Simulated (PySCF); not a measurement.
## Krypton: a sound run and one with changed settings

Sound run: Kr [Kr], Kr+ [Ar] 3d10 4s2 4p5. Computed with PySCF 2.14 in cc-pVDZ-DK, with scalar relativity by spin-free X2C-1e. The sound run starts from symmetry-adapted Hartree-Fock orbitals and uses a fine grid where one is needed.

Changed run: 6 angular points. This setting is unsound on purpose.

| species | method | sound run (hartree) | changed run (hartree) | converged |
| --- | --- | --- | --- | --- |
| Kr | UHF | -2788.05276 | -2788.05276 | yes |
| Kr | PBE0 | -2789.60585 | -2789.90454 | yes |
| Kr | BP86 | -2790.25134 | -2790.80705 | yes |
| Kr+ | UHF | -2787.56926 | -2787.56926 | yes |
| Kr+ | PBE0 | -2789.08691 | -2789.40411 | yes |
| Kr+ | BP86 | -2789.73000 | -2790.30967 | yes |

Ionisation energy of Kr:

```csv
method,sound run (eV),changed run (eV)
UHF,13.157,13.157
PBE0,14.121,13.618
BP86,14.186,13.534
```

A coarse angular grid integrates products of high-l functions wrongly, so density functionals can shift, and the SCF can exploit the error; Hartree-Fock and MP2 need no grid.

For comparison, NIST gives 14.000 eV between the lowest levels.
